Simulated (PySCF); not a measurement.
HgI, charge +1. Atoms are numbered in the order given.

```xyz
2

Hg     0.0000     0.0000    -1.0354
I      0.0000     0.0000     1.5629
```
Charge +1, spin multiplicity 1.

Coordinates come from a B3LYP-D3(BJ)/def2-TZVP optimisation. The spin state was assumed, not searched. The def2 effective core potentials stand for the cores of Hg, I; spin–orbit coupling is left out.

These are C-PCM-B3LYP/def2-TZVPD run with PySCF values and carry that method's errors.

The values are the electrostatic part of the solvation free energy, E(continuum) − E(gas) at the gas-phase geometry, in a cavity of scaled van der Waals radii (PySCF's table); cavitation and dispersion terms are not included. A continuum can't describe solvent molecules that bind to the metal. In vacuum the orbital gap is 2.15 eV.

```tsv
solvent	ε	ΔG(elec) (kcal/mol)	gap (eV)
water	78.36	-86.0	3.15
N,N-dimethylformamide	37.22	…	…
diethylether	4.24	-64.6	2.82
```

Question: Complete the blanks. (Estimate from the structure and the level; the computed values follow.)

Answer: 
- N,N-dimethylformamide, ΔG(elec) (kcal/mol): -84.6
- N,N-dimethylformamide, gap (eV): 3.13
